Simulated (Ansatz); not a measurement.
Gas-phase reaction R1 + R2 → P1 + P2, each structure at its B3LYP-D3(BJ)/def2-SVP stationary point, reached from a drawn start (curvature not checked).
R1: AlH5O6Si (SMILES [OH][Al]([OH])[O][Si](O)(O)O), charge 0, multiplicity 1.
P1: H4O4Si (SMILES O[Si](O)(O)O), charge 0, multiplicity 1.
P2, AlH3O3 (SMILES [OH][Al]([OH])[OH]) (charge 0, multiplicity 1, Z-matrix in Å and degrees):
```
Al
O 1 1.6982
H 2 0.9611 1 123.64
O 1 1.6982 2 120.00 3 180.00
H 4 0.9611 1 123.63 2 0.00
O 1 1.6983 2 120.00 3 0.00
H 6 0.9611 1 123.63 2 179.99
```
R2, H2O (SMILES O) (charge 0, multiplicity 1):
```tsv
atom	x (Å)	y (Å)	z (Å)
O	0.0000	0.0000	0.4007
H	0.0000	0.7570	-0.2004
H	0.0000	-0.7570	-0.2004
```

P less R. No zero-point or thermal terms. One arrangement of each flexible species, with no search for the lowest.

Cores are frozen in the correlated methods.

Codes used: Ansatz (a quantum-chemistry and plane-wave program). All values are computed, each at the level named.

Total energies in hartree:

```json
[
 {"structure": "R1", "PBE/def2-TZVPP": "-986.149312", "B3LYP/def2-TZVPP": "-986.958916", "CCSD(T)/cc-pV(D+d)Z": "-984.695334"},
 {"structure": "P1", "PBE/def2-TZVPP": "-592.700924", "B3LYP/def2-TZVPP": "-593.192653", "CCSD(T)/cc-pV(D+d)Z": "-591.825695"},
 {"structure": "P2", "PBE/def2-TZVPP": "-469.823005", "B3LYP/def2-TZVPP": "-470.228092", "CCSD(T)/cc-pV(D+d)Z": "-469.100587"},
 {"structure": "R2", "PBE/def2-TZVPP": "-76.380213", "B3LYP/def2-TZVPP": "-76.466550", "CCSD(T)/cc-pV(D+d)Z": "-76.241267"}
]
```

**Question.** Work out the reaction energy at each level in kcal/mol (1 hartree = 627.50947 kcal/mol), and say how far PBE/def2-TZVPP lies from CCSD(T)/cc-pV(D+d)Z.

**Answer.** 
- PBE/def2-TZVPP: (-592.700924) + (-469.823005) − (-986.149312) − (-76.380213) = 0.005596 hartree = 3.51 kcal/mol
- B3LYP/def2-TZVPP: (-593.192653) + (-470.228092) − (-986.958916) − (-76.466550) = 0.004721 hartree = 2.96 kcal/mol
- CCSD(T)/cc-pV(D+d)Z: (-591.825695) + (-469.100587) − (-984.695334) − (-76.241267) = 0.010319 hartree = 6.48 kcal/mol
PBE/def2-TZVPP less CCSD(T)/cc-pV(D+d)Z: -2.97 kcal/mol. CCSD(T)/cc-pV(D+d)Z is the level counted from, the highest shown, and no exact or measured value.
